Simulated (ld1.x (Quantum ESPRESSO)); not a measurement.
## gallium (Ga), RRKJ: configuration errors across variants

Ga, norm-conserving RRKJ (Kleinman–Bylander form), made with ld1.x (Quantum ESPRESSO) 7.5 (PBE, scalar-relativistic). Core [Ar], reference 3d10 4s1 4p2. Waves: 4s (bound): rc 1.95 bohr; 3d (bound): rc 0.85 bohr; 4p (bound): rc 1.75 bohr. Local part: the p channel. Core correction: none. rho0 = 0.005.

All-electron excitation energies from the reference (eV): (1) 3d10 4s2 4p1 -6.538; (2) 3d10 4s2 4p0 -0.850; (3) 3d10 4s1 4p0 20.278; (4) 3d9 4s2 4p2 13.777; (5) 3d9 4s0 4p0 115.427; (6) 3d10 4s0 4p3 6.833; (7) 3d10 4s1 4p1 6.523.

Tests that are not counted but printed errors over 1 eV. “local potential all-electron potential smoothed inside 0.70 bohr (lloc = -1)”: 3d9 4s2 4p2 (solver errors, printed error -15.0 eV). “type TM; local potential the d channel; rho0 0”: 3d9 4s2 4p2 (solver errors, printed error -64.5 eV).

3 further variants failed, have other tests or another functional or relativity, and are left out.

A true bound ghost makes a file unfit for plane-wave use even where its test errors are small: the radial tests pick states by their node count and pass the ghost by. Where a test does run into it, the solver fails or the error is huge.

Errors AE − PS in meV (a dash: test not solved or not reliable):

```csv
change,(1),(2),(3),(4),(5),(6),(7),bound ghosts
base,+2.4,+2.6,+3.1,-781,-401,+2.9,0.0,s
local potential all-electron potential smoothed inside 0.70 bohr (lloc = -1),+3.5,+2.2,+8.5,–,+249,+2.7,+0.3,"s, p"
"all radii scaled by about 1.35 (s 2.62, p 2.36, d 1.14 bohr)",-4.6,-8.2,+4.8,-445,-477,-6.1,0.0,none
type TM; local potential the d channel; rho0 0,+3.2,+1.3,+11,–,+200,+2.0,+1.0,"s, p"
wave 4s (bound): rc 1.95 bohr becomes 4s (bound): rc 1.92 bohr,+2.5,+2.9,+3.2,-788,-395,+3.0,0.0,s
wave 4p (bound): rc 1.75 bohr becomes 4p (bound): rc 1.82 bohr,+2.1,+2.3,+2.1,-784,-389,+2.7,-0.2,s
wave 3d (bound): rc 0.85 bohr becomes 3d (bound): rc 1.08 bohr,+2.7,+2.7,+4.0,-669,-346,+3.1,0.0,s
```

Problem. Give the same row for: all radii scaled by about 1.32 (s 2.58, p 2.32, d 1.12 bohr).

Solution. -4.1, -7.5, +3.9, -483, -463, -5.4, -0.2; bound ghosts: none.
